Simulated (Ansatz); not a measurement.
**Which method gave which barrier?**

Saddle point of GaPH₅Br, singlet (GaH₂Br ([GaH2][Br]) + PH₃ → GaPH₄ ([PH2][GaH2]) + HBr (still joined by a long Ga–Br bond); bonds formed: Br2–H5; bonds broken: H5–P6; bonds weakened to dative contacts: Ga1–Br2), PBE0-D4/def2-TZVP structure:

```tsv
atom	x (Å)	y (Å)	z (Å)
Ga1	-0.7378	-0.6852	-0.7035
Br2	0.8659	1.2037	-1.6903
H3	-0.0786	-1.9923	-1.2229
H4	-2.1498	-0.0746	-0.9182
H5	0.6370	0.7117	-0.1497
P6	0.0612	-0.1736	1.5086
H7	1.4750	-0.2112	1.4741
H8	-0.0729	1.2214	1.7017
```

Computed with Ansatz 0.2.0 (basis: def2-TZVPP, with def2-QZVPP for the basis limit); correlated methods freeze the cores. Filled d shells of the heavier atoms are correlated. The def2 sets are not built for correlating such inner shells, so the correlated values are less sure here. B3LYP uses VWN-RPA correlation. Extrapolation: Hartree–Fock as exp(−7.88 √X), correlation as X^−2.97. Four methods, as single points on the PBE0-D4 structures, gave these electronic barriers from the start structure: 1.307, 1.628, 1.913, 2.422 eV.

(1) The methods were, in alphabetical order, B3LYP-D4, BHLYP-D4, HF, PBE-D4. Which gave which? (Judge from chemistry; the calculation decides.)

No T1 diagnostic of these runs exceeds 0.012.

Results:

(1) The calculation gives: PBE-D4 1.307; B3LYP-D4 1.628; BHLYP-D4 1.913; HF 2.422 eV. For comparison, CCSD(T) at an estimated basis limit (MP2 extrapolated from triple and quadruple zeta, plus CCSD(T) − MP2 in triple zeta) gives 1.672 eV.

Labels in which every atom is bracketed show which atoms are joined, not bond orders.

For scale, one of the runs: CCSD(T)/def2-TZVPP, 208 basis functions (an equivalent command: `ansatz run in.yaml --threads 4`). The run took 110 s on 4 CPU threads (shared host), with 2.7 GiB of host memory at its peak.
